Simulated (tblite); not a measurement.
Start geometry of `C=Cc1ccc2c(c1)Cc1cc(C(C)=O)ccc1-2` from a force field or distance geometry (Å):
```
atom  x, y, z in Å
C1     5.8745   -0.0899    0.2089
C2     4.9775   -0.0437    1.1851
C3     3.5479   -0.0590    0.9820
C4     2.7060   -0.0037    2.0948
C5     1.3316   -0.0162    1.9963
C6     0.7685   -0.0640    0.7098
C7     1.5715   -0.1043   -0.4177
C8     2.9634   -0.0983   -0.2646
C9     0.6691   -0.1557   -1.6004
C10   -0.7236   -0.1314   -1.0507
C11   -1.9644   -0.1548   -1.6736
C12   -3.1236   -0.1252   -0.8946
C13   -4.4532   -0.1441   -1.5210
C14   -5.6352   -0.1101   -0.6263
O15   -4.5883   -0.1850   -2.7799
C16   -3.0051   -0.0676    0.4989
C17   -1.7753   -0.0419    1.1288
C18   -0.6484   -0.0827    0.3221
H19    5.5835   -0.1243   -0.8345
H20    6.9114   -0.0755    0.4953
H21    5.3465   -0.0028    2.2159
H22    3.1233    0.0297    3.1073
H23    0.7539    0.0283    2.8950
H24    3.5646   -0.1454   -1.1725
H25    0.8247    0.8019   -2.1470
H26    0.8437   -1.0487   -2.2308
H27   -2.0678   -0.1905   -2.7488
H28   -5.5142    0.8107    0.0118
H29   -6.5455    0.0897   -1.2256
H30   -5.7291   -1.0178    0.0043
H31   -3.8776   -0.0419    1.1351
H32   -1.7255   -0.0011    2.2117
```

What comes out of this run: GFN2-xTB geometry optimisation, gas phase (tblite 0.8.0)?

```
atom  x, y, z in Å
C1     5.890   -0.088    0.150
C2     4.985   -0.047    1.121
C3     3.536   -0.050    0.967
C4     2.744   -0.014    2.120
C5     1.364   -0.020    2.059
C6     0.754   -0.062    0.815
C7     1.536   -0.094   -0.353
C8     2.909   -0.089   -0.284
C9     0.653   -0.133   -1.567
C10   -0.723   -0.117   -0.970
C11   -1.945   -0.133   -1.597
C12   -3.117   -0.112   -0.830
C13   -4.407   -0.129   -1.560
C14   -5.672   -0.059   -0.737
O15   -4.448   -0.196   -2.770
C16   -3.028   -0.078    0.564
C17   -1.801   -0.060    1.200
C18   -0.644   -0.077    0.433
H19    5.629   -0.129   -0.894
H20    6.944   -0.084    0.368
H21    5.326   -0.010    2.149
H22    3.230    0.020    3.085
H23    0.776    0.007    2.964
H24    3.496   -0.115   -1.189
H25    0.821    0.727   -2.220
H26    0.824   -1.033   -2.163
H27   -2.035   -0.161   -2.673
H28   -5.675    0.842   -0.128
H29   -6.531   -0.047   -1.403
H30   -5.739   -0.925   -0.082
H31   -3.924   -0.067    1.164
H32   -1.745   -0.033    2.278
```

The energy falls by 0.456 eV over 53 L-BFGS steps, the largest force on an atom goes from 3.65 to 0.010 eV/Å, and the atoms move by 0.099 Å rms after alignment. The bond that changes most is C13=O15 (ketone carbonyl carbon to ketone oxygen), which shortens by 0.054 Å. Bonds longer at the end by more than 0.005 Å: 8 of 34; shorter: 14. Among the angles that change most is C7–C9–H25, from 106.0° to 111.9°. Among the dihedrals that turn most is C12–C13–C14–H29, from 168° to 178°. Rotational constants go from 1650, 180.4, 163.0 to 1614, 181.6, 163.6 MHz. The orientation of the end geometry is arbitrary; only internal coordinates are fixed.

Time: 0.91 s wall. Hardware: Arm Neoverse V1, one thread, no GPU (shared host).

Its GFN2-xTB frequencies are all real (lowest 24 cm⁻¹). The numbers are those of one conformer. 2 starts were optimised and ended at 0.00 and 0.02 kcal/mol (GFN2-xTB); the lowest of these is shown.

All values are computed, not measured.
